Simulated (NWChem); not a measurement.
System: AlNH2BrCl; SMILES [NH2][Al]([Cl])[Br]

```xyz
6

Al    -0.4335     0.5640     0.0000
Cl     0.8975     2.1940     0.0000
Br     0.3629    -1.5496     0.0000
N     -2.1711     0.8601     0.0000
H     -2.8749     0.1325     0.0000
H     -2.5919     1.7809     0.0000
```
Atoms are numbered in this order, from 1.

Level: B3LYP/6-31G* (spherical d) (NWChem), optimised geometry, unscaled harmonic frequencies. This build's default masses of Se (78.918 u) and Br (79.917 u) are each other's, which moves their modes by up to 0.6 %.

```json
[
 {"frequency (cm⁻¹)": "128", "IR intensity (km/mol)": "5.7"},
 {"frequency (cm⁻¹)": "162", "IR intensity (km/mol)": "2.0"},
 {"frequency (cm⁻¹)": "203", "IR intensity (km/mol)": "27.9"},
 {"frequency (cm⁻¹)": "352", "IR intensity (km/mol)": "23.6"},
 {"frequency (cm⁻¹)": "366", "IR intensity (km/mol)": "9.4"},
 {"frequency (cm⁻¹)": "379", "IR intensity (km/mol)": "187.3"},
 {"frequency (cm⁻¹)": "539", "IR intensity (km/mol)": "89.6"},
 {"frequency (cm⁻¹)": "720", "IR intensity (km/mol)": "194.3"},
 {"frequency (cm⁻¹)": "861", "IR intensity (km/mol)": "107.6"},
 {"frequency (cm⁻¹)": "1600", "IR intensity (km/mol)": "54.0"},
 {"frequency (cm⁻¹)": "3576", "IR intensity (km/mol)": "38.7"},
 {"frequency (cm⁻¹)": "3670", "IR intensity (km/mol)": "31.9"}
]
```

```yaml
zero_point_energy: 17.9 kcal/mol
thermal correction to the enthalpy at 298.15 K (with zero-point energy): 22.4 kcal/mol
heat capacity Cv: 18.8 cal/(mol K)
entropy at 298.15 K and 1 atm (symmetry number 1): 81.4 cal/(mol K)
dipole_moment: 2.78 D
```

Rigid rotor and harmonic oscillator.
